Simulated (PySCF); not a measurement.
# Where the electron goes

CH11PSSi3.
Geometry (GFN2-xTB, Å), atoms numbered from 1 in this order:
```xyz
17
CH11PSSi3 angstrom
C      2.5538   -1.4250    0.6056
S      1.9621   -1.4967   -1.1148
Si     0.8369    0.3184   -1.2357
P     -0.3172    0.6165    0.6395
Si    -1.6093    2.3009   -0.0170
Si    -1.7027   -1.1338    0.6186
H      2.8825   -2.4235    0.8734
H      3.3830   -0.7275    0.6720
H      1.7384   -1.1084    1.2518
H      1.7476    1.4562   -1.3574
H      0.0544    0.1366   -2.4519
H     -2.3144    2.0020   -1.2655
H     -2.5624    2.5294    1.0647
H     -0.7212    3.4435   -0.2108
H     -2.5859   -0.9458    1.7672
H     -0.8759   -2.3280    0.7734
H     -2.4767   -1.2027   -0.6229
```

Theory: PySCF, TDDFT PBE0/def2-SVPD, vertical, gas phase, core orbitals frozen in the response.

Frontier orbitals with the atoms that hold most of them (Löwdin shares over 4%, at most four atoms; ? is withheld):

| orbital | ε (eV) | atoms |
| --- | --- | --- |
| HOMO-3 | -8.79 | P4 32%, Si6 21%, Si3 11%, Si5 8% |
| HOMO-2 | -8.36 | S2 43%, P4 16%, Si3 12%, Si5 10% |
| HOMO-1 | -7.26 | P4 49%, S2 10%, Si3 9%, Si6 8% |
| HOMO | -6.81 | ? |
| LUMO | ? | ? |
| LUMO+1 | -0.24 | Si5 13%, Si3 13%, S2 13%, P4 12% |
| LUMO+2 | 0.01 | P4 20%, Si6 19%, Si5 16%, H16 8% |

Q: Which atoms hold the LUMO, and with what shares?

A: Si3 (bonded to P, S and 2 H) 22%; S2 (bonded to C and Si) 18%; Si5 (bonded to P and 3 H) 16%; P4 (bonded to 3 Si) 14%. By element: silicon 37% or more, sulfur 18%, phosphorus 14%.

Q: Give the leading atoms of the HOMO.

A: S2 (bonded to C and Si) 58%; P4 (bonded to 3 Si) 13%; Si3 (bonded to P, S and 2 H) 9%; C1 (bonded to S and 3 H) 9%.

Q: What is the LUMO energy, and the HOMO–LUMO gap?

A: ε(LUMO) = -0.45 eV; the gap is 6.36 eV (0.2337 hartree).

Q: The HOMO–LUMO gap is 6.36 eV. Where does the response calculation put the lowest singlet, and from which orbitals?

A: S1 is at 5.10 eV (f = 0.010), 1.26 eV below the gap, made of HOMO→LUMO (92%). 

Q: Give energy, strength and leading configuration of S1, S2 and S3, and follow the Löwdin shares of the leading atoms from the occupied to the empty orbital.

A: 
- S1 (5.10 eV, f 0.010), HOMO→LUMO (92%): S2 58% → 18%, P4 13% → 14%, Si3 9% → 22%
- S2 (5.42 eV, f 0.0069), HOMO→LUMO+1 (77%): S2 58% → 13%, P4 13% → 12%, Si5 at most 9% → 13%, Si3 9% → 13%
- S3 (5.55 eV, f 0.0041), HOMO-1→LUMO (91%): P4 49% → 14%, S2 10% → 18%, Si3 9% → 22%

Löwdin shares depend on the basis, the more so with diffuse functions.

One conformer stands for the species.
